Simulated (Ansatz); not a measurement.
System: CH$_{4}$BS, charge 0, doublet. CH4BS (SMILES C[B]S, doublet).
B3LYP-D3(BJ)/def2-TZVP minimum from Ansatz (an electronic-structure program):
```xyz
7

B     -0.4897     0.5652     0.0853
C     -1.8246    -0.1423    -0.2590
H     -1.7239    -1.2018    -0.5186
H     -2.3126     0.3683    -1.0949
H     -2.5173    -0.0626     0.5845
S      1.1321    -0.1273     0.1053
H      1.8356     0.9613     0.4705
```
Charge 0, spin multiplicity 2.

Quantity: atomisation energy (electronic, to ground-state atoms), in kcal/mol. Open shells are spin-unrestricted; no spin-orbit coupling. CBS(X,Y): correlation extrapolated as X^-3, Hartree-Fock from the larger set. A bracket is a step between two methods taken in the basis named. The functionals are non-relativistic, so their misses hold any scalar relativity. Double hybrids freeze cores in their MP2 part. '+ core + X2C': CCSD(T) terms for core correlation (cc-pwCVTZ, 1s frozen past Ne) and scalar relativity (cc-pVTZ-DK). For partners of very few electrons the exact lower level stands in for a higher one.

CCSD(T)/CBS(cc-pV(T+d)Z,cc-pV(Q+d)Z) + [CCSDT(Q) - CCSD(T)]/cc-pV(D+d)Z + core + X2C (Ansatz) gives 574.4 kcal/mol.

Q: How far off this value is PBE/def2-TZVPD (Ansatz), in which direction, and which of these levels come nearer: r2SCAN/def2-TZVPD, B3LYP/def2-TZVPD, PBE0/def2-TZVPD, wB97M-V/def2-TZVPD, B2PLYP/def2-TZVPD, CCSD(T)/CBS(cc-pV(T+d)Z,cc-pV(Q+d)Z) + core + X2C?

A: PBE gives 586.3 kcal/mol, 11.9 kcal/mol above it. Differences of the others: r2SCAN/def2-TZVPD (Ansatz) 9.1; B3LYP/def2-TZVPD (Ansatz) -2.3; PBE0/def2-TZVPD (Ansatz) 5.1; wB97M-V/def2-TZVPD (Ansatz) 1.5; B2PLYP/def2-TZVPD (Ansatz) -7.1; CCSD(T)/CBS(cc-pV(T+d)Z,cc-pV(Q+d)Z) + core + X2C (Ansatz) -0.6 kcal/mol. Nearer than PBE: r2SCAN/def2-TZVPD, B3LYP/def2-TZVPD, PBE0/def2-TZVPD, wB97M-V/def2-TZVPD, B2PLYP/def2-TZVPD, CCSD(T)/CBS(cc-pV(T+d)Z,cc-pV(Q+d)Z) + core + X2C.
